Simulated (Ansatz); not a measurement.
Ansatz (a program for electronic structure) input for chlorobenzene (C₆H₅Cl), SMILES Clc1ccccc1, PBE-D3(BJ)/def2-SVP. 

Ansatz 0.2 input:
```yaml
crystal:
  periodic: [false, false, false]
  atoms:
    - {symbol: Cl, position_ang: [0.00000000, -0.00000000, 2.23785223]}
    - {symbol: C, position_ang: [-0.00000000, 0.00000000, 0.50719233]}
    - {symbol: C, position_ang: [-0.00000000, -1.20597555, -0.17455508]}
    - {symbol: C, position_ang: [0.00000000, -1.19863374, -1.55861737]}
    - {symbol: C, position_ang: [-0.00000000, -0.00000000, -2.25201611]}
    - {symbol: C, position_ang: [0.00000000, 1.19863374, -1.55861736]}
    - {symbol: C, position_ang: [0.00000000, 1.20597555, -0.17455508]}
    - {symbol: H, position_ang: [0.00000000, -2.13552653, 0.37278163]}
    - {symbol: H, position_ang: [-0.00000000, -2.13538949, -2.09530606]}
    - {symbol: H, position_ang: [-0.00000001, 0.00000000, -3.33142698]}
    - {symbol: H, position_ang: [0.00000000, 2.13538949, -2.09530606]}
    - {symbol: H, position_ang: [-0.00000000, 2.13552653, 0.37278163]}
basis:
  gaussian:
    orbitals: def2-SVP
hamiltonian:
  xc: pbe
  dispersion: d3bj
relax: {f_tol: 0.002, max_steps: 200}
```

Program output:

```
WARN ansatz: RAYON_NUM_THREADS=1 ignored (pool sized by the plan → 1); use --threads N
Functional definition: PBE
integrals: 0.08 GiB planned
1433 factors; their error is unknown
mean field: 0.42 GiB planned
mean field evaluation 1: about -18791.1075 eV, gradient 6.8e1 eV
mean field evaluation 2: about -18770.0162 eV, gradient 1.1e2 eV
mean field evaluation 4: about -18803.8816 eV, gradient 1.3e1 eV
mean field evaluation 8: about -18804.3778 eV, gradient 2.8e-1 eV
mean field evaluation 16: about -18804.2909 eV, gradient 5.2e-4 eV
mean field -18804.29092767 eV, -691.0449455858 hartree, gradient 5.5e-5 eV, S^2 0.000000; 0 other end points of the search recorded, 0 dependent functions left out
the calculation of the forces begins
reference -18804.29095716 eV, -691.0449466693 hartree; 29, 29 occupied and 98, 98 virtual orbitals, 1433 factors
relax step   1: F+E_penalty+E_count = -18804.64399636 eV  Δ(F+E_penalty+E_count) = +0.000e0 eV  max|allowed force component| = 7.526e-1 eV/Å  Δτ_max = 0.0000 Å  (31 SCF iters, accepted)
these checks for a lower state are left out or cut short: starts, cluster_reference, orbital_swaps, neighbouring_geometries, increment
integrals: 0.08 GiB planned
1433 factors; their error is unknown
mean field: 0.42 GiB planned
mean field -18804.38410381 eV, -691.0483697457 hartree, gradient 9.8e-6 eV, S^2 0.000000; 0 other end points of the search recorded, 0 dependent functions left out
the calculation of the forces begins
reference -18804.38413380 eV, -691.0483708479 hartree; 29, 29 occupied and 98, 98 virtual orbitals, 1433 factors
relax step   2: F+E_penalty+E_count = -18804.73487028 eV  Δ(F+E_penalty+E_count) = -9.087e-2 eV  max|allowed force component| = 2.083e-1 eV/Å  Δτ_max = 0.0308 Å  (35 SCF iters, accepted)
these checks for a lower state are left out or cut short: starts, cluster_reference, orbital_swaps, neighbouring_geometries, increment
integrals: 0.08 GiB planned
1433 factors; their error is unknown
mean field: 0.42 GiB planned
mean field evaluation 32: about -18804.3925 eV, gradient 2.0e-4 eV
mean field -18804.39246642 eV, -691.0486770661 hartree, gradient 1.0e-5 eV, S^2 0.000000; 0 other end points of the search recorded, 0 dependent functions left out
the calculation of the forces begins
reference -18804.39249661 eV, -691.0486781753 hartree; 29, 29 occupied and 98, 98 virtual orbitals, 1433 factors
relax step   3: F+E_penalty+E_count = -18804.74230113 eV  Δ(F+E_penalty+E_count) = -7.431e-3 eV  max|allowed force component| = 6.440e-2 eV/Å  Δτ_max = 0.0115 Å  (35 SCF iters, accepted)
these checks for a lower state are left out or cut short: starts, cluster_reference, orbital_swaps, neighbouring_geometries, increment
integrals: 0.08 GiB planned
1433 factors; their error is unknown
mean field: 0.42 GiB planned
mean field -18804.39260123 eV, -691.0486820202 hartree, gradient 1.0e-5 eV, S^2 0.000000; 0 other end points of the search recorded, 0 dependent functions left out
the calculation of the forces begins
reference -18804.39263143 eV, -691.0486831298 hartree; 29, 29 occupied and 98, 98 virtual orbitals, 1433 factors
relax step   4: F+E_penalty+E_count = -18804.74238704 eV  Δ(F+E_penalty+E_count) = -8.591e-5 eV  max|allowed force component| = 3.416e-2 eV/Å  Δτ_max = 0.0011 Å  (35 SCF iters, accepted)
these checks for a lower state are left out or cut short: starts, cluster_reference, orbital_swaps, neighbouring_geometries, increment
integrals: 0.08 GiB planned
1433 factors; their error is unknown
mean field: 0.42 GiB planned
mean field -18804.39262140 eV, -691.0486827615 hartree, gradient 1.0e-5 eV, S^2 0.000000; 0 other end points of the search recorded, 0 dependent functions left out
the calculation of the forces begins
reference -18804.39265160 eV, -691.0486838712 hartree; 29, 29 occupied and 98, 98 virtual orbitals, 1433 factors
relax step   5: F+E_penalty+E_count = -18804.74240776 eV  Δ(F+E_penalty+E_count) = -2.072e-5 eV  max|allowed force component| = 3.291e-3 eV/Å  Δτ_max = 0.0010 Å  (36 SCF iters, accepted)
these checks for a lower state are left out or cut short: starts, cluster_reference, orbital_swaps, neighbouring_geometries, increment
integrals: 0.08 GiB planned
1433 factors; their error is unknown
mean field: 0.42 GiB planned
mean field -18804.39262267 eV, -691.0486828079 hartree, gradient 1.0e-5 eV, S^2 0.000000; 0 other end points of the search recorded, 0 dependent functions left out
the calculation of the forces begins
reference -18804.39265286 eV, -691.0486839176 hartree; 29, 29 occupied and 98, 98 virtual orbitals, 1433 factors
relax step   6: F+E_penalty+E_count = -18804.74240832 eV  Δ(F+E_penalty+E_count) = -5.614e-7 eV  max|allowed force component| = 7.617e-4 eV/Å  Δτ_max = 0.0002 Å  (36 SCF iters, accepted)
integrals: 0.08 GiB planned
1433 factors; their error is unknown
mean field: 0.42 GiB planned
mean field evaluation 64: about -18804.3926 eV, gradient 2.0e-4 eV
mean field -18804.39262267 eV, -691.0486828079 hartree, gradient 1.0e-5 eV, S^2 0.000000; 1 other end points of the search recorded, 0 dependent functions left out
the calculation of the forces begins
reference -18804.39265286 eV, -691.0486839176 hartree; 29, 29 occupied and 98, 98 virtual orbitals, 1433 factors
Total energy: -18804.74243852 eV, -691.0615383033 hartree
Atom 0 at     0.000000     0.000000     2.272398 Å, force    -0.000000     0.000000    -0.000040 eV/Å
Atom 1 at    -0.000000     0.000000     0.525393 Å, force    -0.000000    -0.000000     0.000182 eV/Å
Atom 2 at    -0.000000    -1.222840    -0.165697 Å, force     0.000000    -0.000762    -0.000115 eV/Å
Atom 3 at    -0.000000    -1.213988    -1.568681 Å, force    -0.000000     0.000238     0.000281 eV/Å
Atom 4 at    -0.000000    -0.000000    -2.273995 Å, force    -0.000000    -0.000000    -0.000194 eV/Å
Atom 5 at    -0.000000     1.213988    -1.568681 Å, force     0.000000    -0.000238     0.000281 eV/Å
Atom 6 at    -0.000000     1.222840    -0.165697 Å, force     0.000000     0.000762    -0.000115 eV/Å
Atom 7 at     0.000000    -2.166249     0.398086 Å, force    -0.000000     0.000093    -0.000161 eV/Å
Atom 8 at    -0.000000    -2.170336    -2.113478 Å, force     0.000000     0.000012    -0.000012 eV/Å
Atom 9 at    -0.000000    -0.000000    -3.374047 Å, force    -0.000000    -0.000000     0.000065 eV/Å
Atom 10 at    -0.000000     2.170336    -2.113478 Å, force    -0.000000    -0.000012    -0.000012 eV/Å
Atom 11 at     0.000000     2.166249     0.398086 Å, force     0.000000    -0.000093    -0.000161 eV/Å
Dipole moment:     0.000000    -0.000000    -0.292888 e Å
```

Self-consistency was reached.
